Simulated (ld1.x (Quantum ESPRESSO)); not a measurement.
## Pseudopotential generation for N: TM, PBEsol, scalar-relativistic.

```
Element                 : nitrogen
Generator               : ld1.x (Quantum ESPRESSO) 7.5
Type                    : norm-conserving Troullier–Martins (Kleinman–Bylander form)
Functional              : PBEsol
Relativity              : scalar-relativistic
Frozen core             : [He]
Valence charge          : 5
Reference configuration : 2s2 2p3
Partial waves           : 2p (bound): rc 1.90 bohr; 2s (bound): rc 0.80 bohr
Local potential         : the s channel
Core correction         : Bessel-smoothed model core inside 0.55 bohr
```

Poles of the logarithmic derivatives, all-electron (AE) and pseudo (PS). s: poles at -0.7 (AE) and -0.7 (PS) Ry. p: poles at 0.2 (AE) and 0.2 (PS) Ry. Test radius 2.06 bohr.

- Cutoffs needed: 55 Ry and 140 Ry (the cutoffs (Ry, on a coarse ladder) from which the occupation-weighted sum of valence levels, in a spherical-Bessel basis at the reference potential, stays within 10 and 1 mRy of its value at 400 Ry)
- Ghost test: no extra level below or beside the all-electron valence levels (p, s, d, f tested) (spherical-Bessel basis up to 400 Ry, 20 bohr box)
- Largest excitation error: +2249 meV (all-electron minus pseudo) for 2s1 2p0, out of 7 test configurations
